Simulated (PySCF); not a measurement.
Ge(H)2(PH2)2 (GeH6P2), SMILES [GeH2]([PH2])[PH2]. Atoms are numbered in the order given.

```xyz
9

Ge     0.0000     0.0000     0.6345
P      2.0109     0.0005    -0.5836
P     -2.0109    -0.0005    -0.5836
H      0.0008    -1.2583     1.5471
H     -0.0008     1.2583     1.5471
H      1.5553     1.0372    -1.4763
H      1.5590    -1.0441    -1.4689
H     -1.5553    -1.0372    -1.4763
H     -1.5590     1.0441    -1.4689
```
Charge 0, spin multiplicity 1.

Geometry optimised at PBE-D3(BJ)/def2-SVP. This is a generated structure with no PubChem entry under its InChIKey; it may be hypothetical. The values are those of a single conformer.

Two levels are set side by side: PBE/pcSseg-1 (PySCF) and HF/pcSseg-1 (PySCF). GIAO shifts against GeH4 (⁷³Ge), PH3 (³¹P), TMS (¹H) at the same level; non-relativistic, no solvent, atoms listed together averaged. Differences are taken from unrounded values.

```json
[
 {"quantity": "δ(⁷³Ge) of Ge1 (ppm)", "HF": "125.3"},
 {"quantity": "δ(³¹P) of P2, P3 (ppm)", "HF": "12.5"},
 {"quantity": "δ(¹H) of H4, H5 (ppm)", "HF": "4.41"},
 {"quantity": "δ(¹H) of H6, H7, H8, H9 (ppm)", "HF": "2.18"}
]
```

Problem. What does PBE give, and how far is it from HF? (An estimate is asked for; the answer gives what the named calculation found.)

Solution. 
| quantity | PBE | PBE minus HF |
|---|---|---|
| δ(⁷³Ge) of Ge1 (ppm) | 182.8 | 57.5 |
| δ(³¹P) of P2, P3 (ppm) | 68.9 | 56.4 |
| δ(¹H) of H4, H5 (ppm) | 4.85 | 0.44 |
| δ(¹H) of H6, H7, H8, H9 (ppm) | 2.49 | 0.31 |

Rough cost on one machine, each run with all the roots and properties that it gave: HF against PBE within a factor of 2.
